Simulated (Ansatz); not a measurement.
System: C2H6Br2Ge, charge 0, multiplicity 1. 
Coordinates optimised at B3LYP-D3(BJ)/def2-TZVP (Ansatz, a quantum-chemistry and plane-wave program):
```
Ge
C 1 1.9496
H 2 1.0877 1 109.33
H 2 1.0896 3 109.53 1 -119.73
H 2 1.0896 3 109.53 4 -120.54
C 1 1.9496 2 117.01 3 180.00
H 6 1.0877 1 109.33 2 180.00
H 6 1.0896 7 109.53 1 -119.73
H 6 1.0896 7 109.53 8 -120.54
Br 1 2.3364 2 107.95 3 58.09
Br 1 2.3364 2 107.95 3 -58.09
```

Parts of the frozen-core correlation energy in aug-cc-pVQZ (Ansatz, hartree). Frozen orbitals: 44; correlated occupied orbitals by spin: 16 and 16; virtual: 655 and 655. No spin-orbit coupling. Non-relativistic.

| term | value |
|---|---|
| reference (HF) | -7299.72890 |
| MP2 opposite-spin | -0.67295 |
| MP2 same-spin | -0.19156 |
| CCSD correlation | -0.91409 |
| (T) | -0.04075 |
| T1 diagnostic | 0.009 |
| largest doubles amplitude | 0.011 |
